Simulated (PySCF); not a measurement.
Gas-phase reaction: 3 GaCl₂NH₂ + NH₃ → GaH₃.NH₃ + 3 NH + 2 GaCl₃

Method: PySCF energies (xtb for GFN2) plus ideal-gas RRHO corrections (1 bar). † marks an energy on the PBE0/def2-TZVP geometry and frequencies; other levels use their own. MP2 freezes the core. 6-31G* has spherical d functions here. Open shells (unrestricted): NH (multiplicity 3); the rest are closed-shell singlets. GFN2 has no spin-polarisation term. Ga: all electrons, no relativistic terms. Adducts (GaH₃.NH₃) have no counterpoise correction, and HF, PBE, BLYP, B3LYP and PBE0 lack dispersion. GaCl₂NH₂, GaH₃.NH₃: computed as isolated molecules; such fragments, hydroxides, amides, oligomers or adducts are transient or little studied in the gas. MP2 isn't extrapolated to the basis-set limit. Warning, point group unlike the PBE0 one: GaCl₂NH₂ (GFN2-xTB, PBE/def2-SVP).

GFN2-xTB gives ΔH°(298 K) = 1778 kJ.

Task: What do HF/6-31G*, PBE/def2-SVP, MP2/def2-TZVPP† give?

Result: HF/6-31G*: 661 kJ; PBE/def2-SVP: 1262 kJ; MP2/def2-TZVPP†: 1311 kJ. For scale, ΔH°(298 K) is 1778 kJ at this level, 1243 kJ at ωB97M-V/def2-TZVP†, and runs from 661 to 1778 kJ over the 20 levels computed († marks an energy on the PBE0/def2-TZVP geometry).
